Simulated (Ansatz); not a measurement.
`C=CC(=C)[SiH3]` + `COB(N)O` → `COB(N)O[SiH3]` + `C=CC=C`  (ligand exchange at the Si–C bond)

Computed with Ansatz on PBE0-D4/def2-TZVP structures; ΔE is electronic, products minus reactants. CCSD(T)/CBS adds triple-zeta CCSD(T) − MP2 to the extrapolated MP2 energy (def2 sets, frozen cores). DFT in def2-TZVPP. B3LYP here is the variant with VWN-RPA as its local correlation; programs differ in this. One conformer a species, not always the lowest.

`C=CC(=C)[SiH3]`:

Z-matrix (Å, degrees):
```
Si
C 1 1.874
H 1 1.488 2 111.2
H 1 1.485 2 108.1 3 120.0
H 1 1.488 2 111.2 3 -120.0
C 2 1.458 1 120.9 3 60.2
C 2 1.339 1 119.0 3 -119.7
C 6 1.332 2 125.3 1 0.1
H 6 1.090 2 115.8 1 -179.9
H 7 1.088 2 121.3 1 180.0
H 7 1.084 2 122.2 1 -0.0
H 8 1.083 6 121.4 2 180.0
H 8 1.086 6 122.1 2 0.0
```

`COB(N)O`:

Cartesian coordinates in Å:
```
C 0.783 -0.510 1.278
O 0.128 0.620 0.764
B -0.445 0.597 -0.485
N -0.424 -0.532 -1.330
O -1.069 1.737 -0.924
H 1.634 -0.802 0.653
H 1.157 -0.264 2.272
H 0.102 -1.365 1.369
H 0.006 -1.405 -1.095
H -0.854 -0.509 -2.236
H -1.018 2.433 -0.266
```

`COB(N)O[SiH3]`:

Cartesian coordinates in Å:
```
C -0.874 -1.452 1.659
O 0.394 -1.318 1.060
B 0.615 -0.359 0.113
N 1.901 -0.275 -0.458
O -0.413 0.484 -0.250
Si -0.643 1.694 -1.324
H -0.811 -2.260 2.388
H -1.642 -1.701 0.920
H -1.175 -0.534 2.172
H 2.638 -0.893 -0.175
H 2.163 0.407 -1.145
H 0.645 2.105 -1.954
H -1.573 1.243 -2.390
H -1.227 2.859 -0.616
```

`C=CC=C`:

Z-matrix (Å, degrees):
```
C
C 1 1.332
H 1 1.085 2 121.2
H 1 1.083 2 121.7 3 180.0
C 2 1.449 1 124.1 3 0.0
H 2 1.088 1 119.5 3 -180.0
C 5 1.332 2 124.1 1 -180.0
H 5 1.088 2 116.4 1 0.0
H 7 1.083 5 121.7 2 -180.0
H 7 1.085 5 121.2 2 0.0
```

**Question.** Is it downhill or uphill in electronic energy at CCSD(T)/CBS, and by how much? (An estimate is asked.)

**Answer.** Computed: Downhill: ΔE = -0.95 eV.

**Question.** What do these levels give: PBE0-D4, B3LYP-D4, ωB97X-V, B2PLYP, PBE, r2SCAN, PBE0, SCS-MP2/def2-TZVPP, MP2/def2-QZVPP, SCS-MP2/def2-QZVPP, HF/CBS(def2), CCSD/CBS(def2)? (Estimate.)

**Answer.** Computed: PBE0-D4 -0.88, B3LYP-D4 -1.00, ωB97X-V -0.96, B2PLYP -1.02, PBE -0.85, r2SCAN -0.96, PBE0 -0.90, SCS-MP2/def2-TZVPP -1.00, MP2/def2-QZVPP -0.95, SCS-MP2/def2-QZVPP -1.01, HF/CBS(def2) -1.25, CCSD/CBS(def2) -1.00 eV.

Largest T1 diagnostic among the species: 0.012.

The D4 term adds +0.05 eV with B3LYP and +0.02 eV with PBE0; it sums over pairs of atoms, weighted by their polarisabilities, and B3LYP, whose exchange is more repulsive, gets the larger term. In def2-TZVPP, CCSD(T) changes the Hartree–Fock value by +0.28 eV (the triples alone add +0.04 eV) and MP2 by +0.29 eV.
